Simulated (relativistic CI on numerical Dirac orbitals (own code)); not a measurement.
## Level scheme of Rh I

Computed by Dirac-Coulomb-Breit CI, KLI orbitals optimised for each configuration, QED by a radiative potential, valence Slater integrals scaled by 0.85, P86 correlation energy added to each configuration (own radial code, finite nucleus).

CI space (outside the closed core [Kr]): 4d8 5s, 4d9, 4d8 5p, 4d7 5s2, 4d8 5d, 4d8 6s, 4d8 7s, 4d8 6p, 4d8 4f, 4d8 7p, 4d8 6d, 4d7 5s 5p, 4d8 5g, 4d8 5f, 4d8 7d, 4d8 6g. Levels of other configurations are missing.

| No. | Configuration | Term | J | E (cm⁻¹) | % | Next component (%) | jj configuration (%) |
| --- | --- | --- | --- | --- | --- | --- | --- |
| 1 | 4d8(3F) 5s | 4F | 9/2 | 0.0 | 100 |  | 4d5/2^4 5s (85) |
| 2 | 4d8(3F) 5s | 4F | 7/2 | 1513.9 | 97 | 3 2F | 4d3/2^3 4d5/2^5 5s (65) |
| 3 | 4d8(3F) 5s | 4F | 5/2 | 2717.0 | 95 | 2 2D | 4d3/2^3 4d5/2^5 5s (74) |
| 4 | 4d8(3F) 5s | 4F | 3/2 | 3441.7 | 92 | 6 2D | 4d3/2^2 4d5/2^6 5s (44) |
| 5 | 4d9 | 2D | 5/2 | 5164.0 | 70 | 20 4d8 5s 2D | 4d5/2^5 (70) |
| 6 | 4d8(3F) 5s | 2F | 7/2 | 6870.3 | 94 | 3 4F | 4d5/2^4 5s (50) |
| 7 | 4d9 | 2D | 3/2 | 7257.7 | 63 | 26 4d8 5s 2D | 4d3/2^3 4d5/2^6 (63) |
| 8 | 4d8(3F) 5s | 2F | 5/2 | 9125.4 | 87 | 7 4d9 2D | 4d3/2^3 4d5/2^5 5s (45) |
| 9 | 4d8(3P) 5s | 4P | 5/2 | 11019.4 | 84 | 6 2D | 4d5/2^4 5s (55) |
| 10 | 4d8(3P) 5s | 4P | 3/2 | 12199.6 | 88 | 5 4d9 2D | 4d3/2^3 4d5/2^5 5s (71) |
| 11 | 4d8(3P) 5s | 4P | 1/2 | 12751.3 | 99 | 1 2S | 4d3/2^3 4d5/2^5 5s (36) |
| 12 | 4d8(1D) 5s | 2D | 3/2 | 14103.0 | 33 | 28 2P | 4d5/2^4 5s (36) |
| 13 | 4d8(1D) 5s | 2D | 5/2 | 14896.9 | 66 | 14 4d9 2D | 4d3/2^2 4d5/2^6 5s (46) |
| 14 | 4d7 5s2 | 4F | 9/2 | 15138.3 | 92 | 4 4d8 5s 2G | 4d5/2^3 (63) |
| 15 | 4d8(3P) 5s | 2P | 3/2 | 16330.0 | 51 | 30 2D | 4d3/2^3 4d5/2^5 5s (57) |
| 16 | 4d8(3P) 5s | 2P | 1/2 | 16429.8 | 84 | 14 4d7 5s2 2P | 4d3/2^3 4d5/2^5 5s (54) |
| 17 | 4d8(1G) 5s | 2G | 7/2 | 16931.7 | 58 | 37 4d7 5s2 4F | 4d3/2^3 4d5/2^5 5s (51) |
| 18 | 4d8(1G) 5s | 2G | 9/2 | 17037.2 | 90 | 6 4d7 5s2 4F | 4d3/2^3 4d5/2^5 5s (76) |
| 19 | 4d7 5s2 | 4F | 7/2 | 17323.7 | 62 | 37 4d8 5s 2G | 4d3/2^3 4d5/2^4 (48) |
| 20 | 4d7 5s2 | 4F | 5/2 | 18439.4 | 98 | 1 2D | 4d3/2^2 4d5/2^5 (65) |
| 21 | 4d7 5s2 | 4F | 3/2 | 19247.2 | 97 | 2 2D | 4d3/2^3 4d5/2^4 (35) |
| 22 | 4d8(3F) 5p | 4D° | 7/2 | 23206.9 | 90 | 4 4d7 5s 5p 4D° | 4d5/2^4 5p1/2 (56) |
| 23 | 4d8(3F) 5p | 4D° | 5/2 | 24818.2 | 85 | 5 2D° | 4d5/2^4 5p3/2 (37) |
| 24 | 4d8(3F) 5p | 4F° | 9/2 | 25002.7 | 53 | 30 4G° | 4d5/2^4 5p1/2 (69) |
| 25 | 4d8(3F) 5p | 4G° | 11/2 | 25134.0 | 97 | 2 4d7 5s 5p 4G° | 4d5/2^4 5p3/2 (84) |
| 26 | 4d8(3F) 5p | 2G° | 9/2 | 25543.9 | 45 | 35 4F° | 4d5/2^4 5p3/2 (70) |
| 27 | 4d8(3F) 5p | 4F° | 7/2 | 26049.5 | 48 | 23 2F° | 4d5/2^4 5p3/2 (38) |
| 28 | 4d8(3F) 5p | 4D° | 3/2 | 26204.4 | 90 | 4 4d7 5s 5p 4D° | 4d3/2^3 4d5/2^5 5p3/2 (63) |
| 29 | 4d8(3F) 5p | 4D° | 1/2 | 26928.8 | 91 | 4 4d7 5s 5p 4D° | 4d3/2^2 4d5/2^6 5p3/2 (44) |
| 30 | 4d8(3F) 5p | 4G° | 7/2 | 27366.3 | 63 | 13 2G° | 4d3/2^3 4d5/2^5 5p1/2 (58) |

Energies count from the lowest computed level; ° marks odd parity. Percentages are summed over parent terms; the parents shown are those of the largest component, closed shells are left out there. Filled j subshells are mostly left out of the jj labels.

The mean weight of the leading LS term, summed over parents, in these 30 levels is 79 %, and that of the leading jj configuration (from the same eigenvectors) 57 %, so LS coupling describes them better.

Correlation outside the listed configurations is missing or only estimated: errors of thousands of cm⁻¹ between configurations and terms are usual at this charge. Rates and lifetimes follow the computed energies and can be off by large factors. The fine structure of a lone outer electron comes out too small, for d and f at times inverted, and misplaced configurations move strength between like terms. 14 of the 21 excited levels that our extract of the measured tables holds in this range could be paired (the sources list more); they are missed by 2442 cm⁻¹ on average and 4218 at most, and levels without a partner can miss by more. Some levels of the ground configuration have no partner and can miss by 10 % or more.

Landé's interval rule says that E(J) − E(J−1) = AJ with one A. For the ground term the intervals give A = -289.9, -343.8, -336.4 cm⁻¹ for J = 5/2, 7/2, 9/2; the multiplet is inverted.

LS names give the leading component of a level, which can be under half, so a name can repeat, a term be missing and a line seem to break the LS rules.
